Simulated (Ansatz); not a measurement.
Z-matrix (Å, degrees):
```
C
N 1 1.449
H 1 1.093 2 110.8
H 1 1.097 2 113.2 3 -121.9
H 1 1.093 2 109.6 3 118.0
Si 2 1.710 1 124.2 3 -152.2
H 2 1.009 1 113.2 3 57.0
S 6 2.155 2 117.7 1 -63.9
P 6 2.248 2 107.2 1 55.3
H 6 1.483 2 106.4 1 -178.9
H 8 1.344 6 94.7 2 73.8
H 9 1.420 6 94.5 2 74.0
H 9 1.418 6 93.3 2 168.9
```

Total charge 0; spin multiplicity 1.

Question: List the B3LYP/def2-TZVPP orbital energies in eV (Ansatz). (Best estimate.)

Answer: The calculation gave: Occupied: -2417.57, -2096.63, -1799.67, -389.32, -277.65, -215.60, -177.91, -160.15, -160.06, -159.96, -144.09, -127.88, -127.85, -127.77, -99.43, -99.40, -99.39, -24.21, -19.86, -18.45, -17.48, -14.37, -13.20, -11.96, -11.75, -10.80, -10.68, -9.87, -9.63, -8.76, -7.65, -6.99, -6.71. Lowest empty: -0.16, 0.25, 0.44, 0.68, 0.93, 1.34, 1.69, 1.99.

B3LYP here is the variant with VWN-RPA as its local correlation; programs differ in this.
